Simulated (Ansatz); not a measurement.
Mulliken charges of `[Cl][GaH2]` from r2SCAN/def2-TZVPP in Ansatz (PBE0-D4/def2-TZVP geometry).

```csv
atom,x (Å),y (Å),z (Å),charge (e)
Cl1,-1.697,0.504,-0.764,-0.290
Ga2,0.196,-0.070,0.076,0.402
H3,0.587,-1.562,-0.132,-0.056
H4,0.970,1.068,0.801,-0.056
```

**Question.** By hand: the dipole of these point charges (1 e Å = 4.8032 D).

**Answer.** Σ q r = (0.484, -0.147, 0.215) e Å, of length 0.550 e Å = 2.64 D.

**Question.** How does the dipole of the full density compare? (An estimate is asked.)

**Answer.** Computed: (0.345, -0.105, 0.153) e Å, 1.88 D; the point charges give 1.40 times that, at 0° from its direction.

Point charges leave out the atoms' own dipoles, such as those of lone pairs, and Mulliken's split depends on the basis, so the two needn't agree.
